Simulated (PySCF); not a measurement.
Ge(Cl)2(Me)(OH) (CH₄Cl₂GeO), SMILES [CH3][Ge]([OH])([Cl])[Cl]. Atoms are numbered in the order given.

```xyz
9

C      1.1933     1.7563     0.0000
Ge    -0.0613     0.2877     0.0000
O     -1.7037     0.9401     0.0000
Cl     0.1925    -0.9888     1.7384
Cl     0.1925    -0.9888    -1.7384
H      1.0294     2.3661    -0.8996
H      2.2180     1.3612     0.0000
H      1.0294     2.3661     0.8996
H     -2.3897     0.2579     0.0000
```

The structure is a stationary point at B3LYP-D3(BJ)/def2-SVP. The structure was generated by enumeration, and PubChem lists no compound with its InChIKey, so it may never have been made. Other conformers were not sampled.

Calculation: r2SCAN/def2-TZVP in PySCF.

Symmetry labels are those of the subgroup Cs that the program uses (full group Cs).

Computed valence orbital energies around the gap with their symmetry:
```tsv
orbital	symmetry	energy (eV)
HOMO−7	A"	-10.13
HOMO−6	A'	-9.92
HOMO−5	A'	-9.33
HOMO−4	A"	-8.51
HOMO−3	A'	-8.37
HOMO−2	A'	-8.09
HOMO−1	A"	-8.09
HOMO	A"	-7.87
LUMO	A'	-1.45
LUMO+1	A'	0.20
LUMO+2	A"	0.52
LUMO+3	A'	1.15
```
